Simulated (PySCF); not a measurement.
**Electronic structure of P (phosphorus, neutral) at the UHF level**

Configuration: [Ne] 3s2 3p2 4s1, high-spin 4P determinant (an excited configuration). All numbers are calculated (PySCF 2.14, the spin-free X2C one-electron Hamiltonian (Gaussian nucleus), in x2c-TZVPPall with one added diffuse shell each of s, p, d type (6s6p4d1f, 51 functions)).

```json
{"Total energy": "-341.270318 hartree", "One-electron energy": "-469.9172 hartree", "Hartree (Coulomb) energy": "151.1995 hartree", "Exchange energy": "-22.5526 hartree", "⟨S²⟩": "3.7626", "⟨L²⟩": "2.054", "Sum of ⟨r⟩": "17.33 bohr", "Sum of ⟨r²⟩": "50.40 bohr²", "Traceless quadrupole moment −½Σ⟨3z² − r²⟩ along its main axis": "1.12 e·bohr²", "Langevin diamagnetic susceptibility": "-39.9 ×10⁻⁶ cm³/mol"}
```

```csv
shell,electrons,mean orbital energy (eV),spread (eV),"rms radius, mean of both spins (bohr)"
1s α,1,-2187.7,0,0.120
1s β,1,-2187.2,0,0.120
2s α,1,-210.93,0,0.560
2s β,1,-210.36,0,0.560
2p α,3,-152.58,0.446,0.540
2p β,3,-151.65,0.537,0.540
3s α,1,-25.653,0,1.98
3s β,1,-19.909,0,1.98
3p α,2,-14.199,0,2.36
4s α,1,-2.961,0,5.38
```

The outer electron is Rydberg-like, and this basis confines it to a smaller radius and binds it less than a complete one would.

Densities and radii are taken from the X2C orbitals without a picture-change correction, which distorts them close to the nucleus.

Spin-orbit constants ζ (cm⁻¹) from the X2C one-electron operator on these orbitals: bare nucleus, nucleus screened by l(l+1)(2l+1)/3 electrons, and screened by the Breit-Pauli mean field of the electrons.

| shell | bare | screened nucleus | mean field |
| --- | --- | --- | --- |
| 2p | 5473 | 4743 | 4412 |
| 3p | 346.2 | 300.1 | 275.1 |

To first order the Landé constant is A = 91.68 cm⁻¹, so the lowest level has J = 1/2 and lies 0.0284 eV below the centre of the term. This holds in LS coupling only.
